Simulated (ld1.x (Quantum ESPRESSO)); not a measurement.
# Reading a pseudo-wave (zirconium (Zr))

Columns: radius, all-electron u(r) and pseudo u(r) of the 4d shell (level -17.30 eV) of zirconium in the configuration [Ar] 3d10 4s2 4p6 4d2 5s0 5p0; PBE, scalar-relativistic, TM scheme, ld1.x (Quantum ESPRESSO) 7.5.

| r (bohr) | all-electron | pseudo |
| --- | --- | --- |
| 0.088 | 0.0828 | -0.0010 |
| 0.175 | 0.2454 | -0.0078 |
| 0.262 | 0.3274 | -0.0253 |
| 0.350 | 0.3065 | -0.0570 |
| 0.438 | 0.2141 | -0.1040 |
| 0.525 | 0.0874 | -0.1643 |
| 0.612 | -0.0502 | -0.2350 |
| 0.700 | -0.1855 | -0.3127 |
| 0.788 | -0.3087 | -0.3916 |
| 0.875 | -0.4151 | -0.4663 |
| 0.962 | -0.5049 | -0.5342 |
| 1.050 | -0.5787 | -0.5938 |
| 1.138 | -0.6364 | -0.6431 |
| 1.225 | -0.6791 | -0.6815 |
| 1.312 | -0.7092 | -0.7098 |
| 1.400 | -0.7287 | -0.7287 |
| 1.487 | -0.7387 | -0.7387 |
| 1.575 | -0.7410 | -0.7410 |
| 1.662 | -0.7371 | -0.7371 |
| 1.750 | -0.7279 | -0.7279 |
| 1.838 | -0.7145 | -0.7145 |
| 1.925 | -0.6980 | -0.6980 |
| 2.012 | -0.6791 | -0.6791 |
| 2.100 | -0.6580 | -0.6580 |
| 2.188 | -0.6356 | -0.6356 |
| 2.275 | -0.6124 | -0.6124 |

(1) How many radial nodes do the two functions have?

(2) At about which radius was the pseudo-wave matched?

(3) Is the pseudo-wave norm-conserving?

Results:

(1) The all-electron 4d function has n − l − 1 = 1; the pseudo-wave has 0, since the states of the same l below it are removed with the core.

(2) 1.55 bohr. The columns agree to 0.0005 from 1.40 bohr on; several derivatives are matched, so the curves merge somewhat inside the radius.

(3) Yes: the TM scheme keeps the norm inside the radius equal to the all-electron one, which fixes the energy derivative of the logarithmic derivative at the level.
